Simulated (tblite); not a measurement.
Species: CH10BNPSi2 (doublet state).
Bonds: B1–P2, P2–Si3, Si3–C4, C4–Si5, Si5–N6. Hydrogens: H7, H8 on B1; H9, H10 on Si3; H11, H12 on C4; H13, H14 on Si5; H15, H16 on N6.

Computed with GFN2-xTB (tblite), gas phase: L-BFGS steps from a force-field or distance-geometry start until the largest atomic force falls under 0.01 eV/Å.

Step 16: E = -471.5047 eV
```
atom  x, y, z in Å  |  force x, y, z in eV/Å
B1      3.7806    0.2987    0.0864   -0.099  -0.027   0.012
P2      2.2734    0.0195   -0.9227   -0.045  -0.029   0.058
Si3     0.8213   -0.0527    0.7777    0.062   0.020   0.098
C4     -0.6354   -1.1555    0.2521    0.054   0.052   0.031
Si5    -2.3404   -0.3765   -0.1152   -0.045   0.075  -0.034
N6     -2.3613    1.3298    0.0817    0.019  -0.007   0.033
H7      4.5158   -0.5879    0.2945    0.052   0.012  -0.028
H8      4.0319    1.3686    0.4926   -0.014  -0.007  -0.006
H9      0.4368    1.3360    1.0965    0.026  -0.009   0.000
H10     1.3994   -0.5716    2.0427   -0.064   0.038  -0.134
H11    -0.7827   -1.8726    1.0588   -0.002  -0.037  -0.045
H12    -0.3432   -1.7376   -0.6217   -0.004   0.009   0.031
H13    -2.7272   -0.6655   -1.5039    0.025  -0.013   0.015
H14    -3.3304   -0.9774    0.7930    0.002  -0.026   0.008
H15    -1.5443    1.8521    0.3434   -0.019  -0.021   0.000
H16    -3.2020    1.8016    0.3676    0.051  -0.031  -0.040
```

Step 17: E = -471.5066 eV
```
atom  x, y, z in Å  |  force x, y, z in eV/Å
B1      3.7787    0.2976    0.0830   -0.085  -0.034   0.031
P2      2.2689    0.0137   -0.9228   -0.023  -0.021   0.078
Si3     0.8219   -0.0489    0.7838    0.037   0.001   0.059
C4     -0.6332   -1.1543    0.2560    0.005   0.070   0.010
Si5    -2.3408   -0.3778   -0.1143   -0.038   0.045  -0.022
N6     -2.3576    1.3272    0.0870    0.011  -0.005   0.031
H7      4.5178   -0.5892    0.2899    0.020   0.064  -0.040
H8      4.0230    1.3695    0.4940   -0.016  -0.055  -0.024
H9      0.4461    1.3431    1.1004    0.019  -0.019  -0.001
H10     1.3979   -0.5702    2.0461   -0.048   0.032  -0.105
H11    -0.7850   -1.8778    1.0566    0.022  -0.017  -0.045
H12    -0.3417   -1.7303   -0.6221    0.010   0.006   0.037
H13    -2.7307   -0.6639   -1.5039    0.037  -0.012   0.028
H14    -3.3322   -0.9886    0.7888    0.023   0.003  -0.004
H15    -1.5419    1.8542    0.3414   -0.001  -0.029   0.003
H16    -3.1987    1.8047    0.3596    0.026  -0.027  -0.036
```

Step 18: E = -471.5082 eV
```
atom  x, y, z in Å  |  force x, y, z in eV/Å
B1      3.7753    0.2960    0.0812   -0.056  -0.036   0.045
P2      2.2645    0.0085   -0.9215   -0.011  -0.019   0.072
Si3     0.8235   -0.0461    0.7898   -0.013  -0.004  -0.005
C4     -0.6312   -1.1519    0.2590   -0.041   0.065  -0.008
Si5    -2.3418   -0.3782   -0.1140   -0.011   0.001  -0.002
N6     -2.3548    1.3248    0.0924    0.007  -0.004   0.025
H7      4.5197   -0.5890    0.2851   -0.002   0.091  -0.046
H8      4.0156    1.3691    0.4947   -0.019  -0.080  -0.032
H9      0.4545    1.3478    1.1034    0.010  -0.014   0.001
H10     1.3958   -0.5682    2.0479   -0.017   0.008  -0.042
H11    -0.7859   -1.8817    1.0538    0.036   0.006  -0.039
H12    -0.3401   -1.7243   -0.6217    0.021   0.014   0.036
H13    -2.7333   -0.6625   -1.5036    0.042  -0.013   0.025
H14    -3.3336   -0.9977    0.7852    0.037   0.025  -0.012
H15    -1.5398    1.8551    0.3396    0.023  -0.027   0.010
H16    -3.1960    1.8073    0.3523   -0.007  -0.013  -0.028
```

Step 19: E = -471.5095 eV
```
atom  x, y, z in Å  |  force x, y, z in eV/Å
B1      3.7711    0.2942    0.0807   -0.027  -0.033   0.047
P2      2.2607    0.0040   -0.9192   -0.009  -0.020   0.046
Si3     0.8248   -0.0443    0.7945   -0.063  -0.001  -0.058
C4     -0.6301   -1.1487    0.2612   -0.063   0.041  -0.020
Si5    -2.3430   -0.3785   -0.1137    0.016  -0.030   0.015
N6     -2.3526    1.3226    0.0974    0.003  -0.002   0.020
H7      4.5212   -0.5870    0.2802   -0.005   0.086  -0.044
H8      4.0095    1.3673    0.4947   -0.022  -0.073  -0.027
H9      0.4616    1.3508    1.1059    0.001  -0.001   0.004
H10     1.3938   -0.5661    2.0489    0.013  -0.018   0.022
H11    -0.7856   -1.8844    1.0507    0.037   0.026  -0.025
H12    -0.3383   -1.7194   -0.6207    0.027   0.025   0.026
H13    -2.7347   -0.6614   -1.5029    0.042  -0.016   0.011
H14    -3.3342   -1.0045    0.7820    0.039   0.037  -0.011
H15    -1.5377    1.8550    0.3380    0.039  -0.021   0.015
H16    -3.1940    1.8094    0.3457   -0.029   0.002  -0.022
```

**Question.** Estimate the geometry and energy of step 20. (The exact step hangs on the optimiser's Hessian estimate; all steps are aligned on step 19, rigid shifts and turns removed.)

**Answer.** E = -471.5108 eV, largest force 0.124 eV/Å
```
atom  x, y, z in Å  |  force x, y, z in eV/Å
B1      3.7660    0.2916    0.0809   -0.007  -0.024   0.038
P2      2.2567   -0.0012   -0.9158   -0.015  -0.026   0.007
Si3     0.8249   -0.0424    0.7986   -0.095   0.004  -0.079
C4     -0.6301   -1.1448    0.2630   -0.060   0.005  -0.028
Si5    -2.3440   -0.3790   -0.1132    0.034  -0.040   0.022
N6     -2.3503    1.3202    0.1032   -0.002   0.002   0.020
H7      4.5228   -0.5833    0.2743    0.010   0.054  -0.037
H8      4.0026    1.3641    0.4942   -0.022  -0.042  -0.011
H9      0.4691    1.3540    1.1086   -0.010   0.012   0.007
H10     1.3920   -0.5643    2.0503    0.032  -0.036   0.065
H11    -0.7845   -1.8866    1.0470    0.032   0.042  -0.005
H12    -0.3360   -1.7137   -0.6191    0.028   0.033   0.006
H13    -2.7354   -0.6606   -1.5019    0.039  -0.020  -0.007
H14    -3.3341   -1.0109    0.7785    0.029   0.041   0.000
H15    -1.5349    1.8544    0.3367    0.043  -0.017   0.018
H16    -3.1924    1.8116    0.3382   -0.038   0.012  -0.018
```

The energy changes by -0.0013 eV. The first-order estimate −F·Δx gives -0.0018 eV and the mean of the old and new forces, exact on a quadratic surface, -0.0013 eV. The step makes an angle of 70° with the force vector and moves no atom by more than 0.009 Å.

The cost below is that of the whole relaxation. Time: 1.2 s. Hardware: Arm Neoverse V1, one thread, on a shared host.
